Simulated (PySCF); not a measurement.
UHF on Co (cobalt, neutral)

Configuration: [Ar] 3d8 4s1, high-spin 4F determinant (an excited configuration). Calculation: PySCF 2.14, in x2c-TZVPPall (6s5p4d2f1g, 64 functions); scalar relativity by spin-free X2C-1e.

```json
{
 "Total energy": "-1391.800376 hartree",
 "One-electron energy": "-1932.4712 hartree",
 "Hartree (Coulomb) energy": "599.4323 hartree",
 "Exchange energy": "-58.7615 hartree",
 "⟨S²⟩": "3.7523",
 "⟨L²⟩": "12.035",
 "Sum of ⟨r⟩": "20.83 bohr",
 "Sum of ⟨r²⟩": "33.70 bohr²",
 "Langevin diamagnetic susceptibility": "-26.7 ×10⁻⁶ cm³/mol"
}
```

| shell | electrons | mean orbital energy (hartree) | spread (hartree) | rms radius, mean of both spins (bohr) |
| --- | --- | --- | --- | --- |
| 1s α | 1 | -285.58571 | 0 | 0.0649 |
| 1s β | 1 | -285.58264 | 0 | 0.0649 |
| 2s α | 1 | -35.27307 | 0 | 0.276 |
| 2s β | 1 | -35.21031 | 0 | 0.276 |
| 2p α | 3 | -30.04435 | 0 | 0.249 |
| 2p β | 3 | -29.98404 | 0 | 0.249 |
| 3s α | 1 | -4.49490 | 0 | 0.836 |
| 3s β | 1 | -4.31223 | 0 | 0.836 |
| 3p α | 3 | -2.93211 | 0 | 0.899 |
| 3p β | 3 | -2.71821 | 0 | 0.899 |
| 3d α | 5 | -0.45758 | 0.05210 | 1.31 |
| 3d β | 3 | -0.36962 | 0 | 1.31 |
| 4s α | 1 | -0.23784 | 0 | 3.64 |

Densities and radii are taken from the X2C orbitals without a picture-change correction, which distorts them close to the nucleus.

Spin-orbit constants ζ (cm⁻¹) from the X2C one-electron operator on these orbitals: bare nucleus, nucleus screened by l(l+1)(2l+1)/3 electrons, and screened by the Breit-Pauli mean field of the electrons.

| shell | bare | screened nucleus | mean field |
| --- | --- | --- | --- |
| 2p | 83560 | 77370 | 74520 |
| 3p | 10050 | 9308 | 8905 |
| 3d | 854.1 | 537.7 | 481.5 |

To first order the Landé constant is A = -160.5 cm⁻¹, so the lowest level has J = 9/2 and lies 0.0896 eV below the centre of the term. This holds in LS coupling only.
